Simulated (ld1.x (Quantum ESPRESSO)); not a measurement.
# niobium: one change to an RRKJ potential, before and after

* Element: niobium (Nb)
* Generator: ld1.x (Quantum ESPRESSO) 7.5
* Type: norm-conserving RRKJ (Kleinman–Bylander form)
* Functional: LDA (PZ)
* Relativity: fully relativistic
* Frozen core: [Kr]
* Valence charge: 5
* Reference configuration: 4d3 5s2 5p0
* Partial waves: 5s (bound): rc 3.15 bohr; 5p (bound, empty): rc 3.70 bohr; 4d (bound): rc 2.30 bohr
* Local potential: all-electron potential smoothed inside 3.25 bohr (lloc = -1)
* Core correction: Bessel-smoothed model core, default radius (core density twice the valence density)
* rho0: 0.005

Open shells are filled in proportion to 2j + 1 (rel_dist='average').

Change: wave 4d (bound): rc 2.30 bohr becomes 4d (bound): rc 1.46 bohr.

Cutoffs: the cutoffs (Ry, on a coarse ladder) from which the occupation-weighted sum of valence levels, in a spherical-Bessel basis at the reference potential, stays within 10 and 1 mRy of its value at 400 Ry; they do not see the model core or the augmentation charge, which bear on the density cutoff. Errors are all-electron minus pseudo energies relative to the spin-unpolarised reference configuration.

Task: How do hardness, ghosts and transferability respond?

Result: The potential gets harder (25 Ry and 30 Ry → 35 Ry and 70 Ry); of the 6 tests that both files solve, the error grows in 2 and shrinks in 0 by more than 15 % and 0.3 meV (median size 92.7 → 108.3 meV); neither file shows a bound ghost at the reference potential, the only one tested. A smaller radius makes the pseudo-wave follow the all-electron one further in, where it bends more sharply, so more plane waves are needed.

| quantity | base | changed |
| --- | --- | --- |
| cutoff, loose | 25 Ry | 35 Ry |
| cutoff, tight | 30 Ry | 70 Ry |
| loose cutoff by channel (10 mRy a level) | s 6 Ry, d 25 Ry | s 6 Ry, d 30 Ry |
| bound ghosts | none | none |
| tests counted (converged, no solver errors) | 6 of 7 | 6 of 7 |
| error for 4d4 5s1 5p0, meV [ΔE 0.56 eV] | -67 | -76 |
| error for 4d4 5s0 5p0, meV [ΔE 7.48 eV] | -119 | -140 |
| error for 4d3 5s0 5p0, meV [ΔE 21.75 eV] | -27 | -30 |
| error for 4d3 5s1 5p0, meV [ΔE 7.77 eV] | -2.5 | -3.3 |
| error for 4d2 5s0 5p0, meV [ΔE 46.68 eV] | -198 | -206 |
| error for 4d1 5s0 5p0, meV [ΔE 83.77 eV] | -830 | -948 |
| s: phases at 3.98 bohr within 0.05 rad from the reference energy up to (Ry; the scan ends near 5) | 0.6 | 0.6 |
| p1/2: phases at 3.98 bohr within 0.05 rad from the reference energy up to (Ry; the scan ends near 5) | 1.2 | 1.2 |
| p3/2: phases at 3.98 bohr within 0.05 rad from the reference energy up to (Ry; the scan ends near 5) | 1.2 | 1.2 |
| d3/2: phases at 3.98 bohr within 0.05 rad from the reference energy up to (Ry; the scan ends near 5) | 0.5 | 0.5 |
| d5/2: phases at 3.98 bohr within 0.05 rad from the reference energy up to (Ry; the scan ends near 5) | 0.5 | 0.5 |

Base: Tests not counted: 4d4 5s0 5p1 (solver errors, printed error +1.7 eV). Changed file: Tests not counted: 4d4 5s0 5p1 (solver errors, printed error -130 eV).
